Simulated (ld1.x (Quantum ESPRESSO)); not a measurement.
What the settings do to the RRKJ potential of neodymium

Base potential:

- Element: Nd
- Generator: ld1.x (Quantum ESPRESSO) 7.5
- Type: norm-conserving RRKJ (Kleinman–Bylander form)
- Functional: PBE
- Relativity: non-relativistic
- Frozen core: [Xe]
- Valence charge: 6
- Reference configuration: 4f3 5d1 6s2 6p0
- Partial waves: 6p (bound, empty): rc 3.95 bohr; 5d (bound): rc 3.20 bohr; 4f (bound): rc 1.45 bohr; 6s (bound): rc 2.75 bohr
- Local potential: the s channel
- Core correction: Bessel-smoothed model core inside 0.75 bohr
- rho0: 0.02

Cutoffs, loose and tight: the cutoffs (Ry, on a coarse ladder) from which the occupation-weighted sum of valence levels, in a spherical-Bessel basis at the reference potential, stays within 10 and 1 mRy of its value at 400 Ry. They do not see the model core or the augmentation charge, which bear on the density cutoff. Test errors are all-electron minus pseudo excitation energies from the reference, over the configurations 4f4 5d0 6s2 6p0; 4f4 5d0 6s1 6p0; 4f4 5d0 6s0 6p0; 4f4 5d0.5 6s1.5 6p0; 4f5 5d0 6s0 6p0; 4f4 5d0 6s0 6p2; 4f3 5d0 6s0 6p0. A dash means not determined; rows that change the core or the reference have their own tests. The largest error is taken over the tests solved by every variant that gives reliable tests at all: 4f3 5d0 6s0 6p0; 4f4 5d0 6s0 6p0; 4f4 5d0 6s1 6p0.

| change | outcome | cutoff, loose | cutoff, tight | bound ghosts | largest test error (meV) |
| --- | --- | --- | --- | --- | --- |
| base | generated | 100 Ry | 160 Ry | none | -1096 |
| wave 6p (bound): rc 3.95 bohr becomes 6p (bound): rc 2.46 bohr | failed: compute_chi: n is too large | – | – | – | – |
| wave 6p (bound): rc 3.95 bohr becomes 6p (bound): rc 3.06 bohr | failed: compute_chi: n is too large | – | – | – | – |
| wave 6p (bound): rc 3.95 bohr becomes 6p (bound): rc 3.34 bohr | failed: compute_chi: n is too large | – | – | – | – |
| wave 6p (bound): rc 3.95 bohr becomes 6p (bound): rc 3.94 bohr | generated | 100 Ry | 160 Ry | none | -1096 |
| wave 6p (bound): rc 3.95 bohr becomes 6p (bound): rc 4.12 bohr | generated | 100 Ry | 160 Ry | none | -1096 |
| wave 6p (bound): rc 3.95 bohr becomes 6p (bound): rc 4.78 bohr | failed: compute_phi: phi has nodes before r_c | – | – | – | – |
| wave 6p (bound): rc 3.95 bohr becomes 6p (bound): rc 4.98 bohr | failed: compute_phi: phi has nodes before r_c | – | – | – | – |
| wave 6p (bound): rc 3.95 bohr becomes 6p (bound): rc 5.38 bohr | generated | 100 Ry | 160 Ry | none | -1096 |
| wave 6p (bound): rc 3.95 bohr becomes 6p (bound): rc 6.02 bohr | generated | 100 Ry | 160 Ry | none | -1096 |

Reading the sweep of the p radius (base included, trends over the rows without a ghost): The loose cutoff stays near 100 Ry. The generation fails at 2.46, 3.06, 3.34, 4.78, 4.98 bohr.
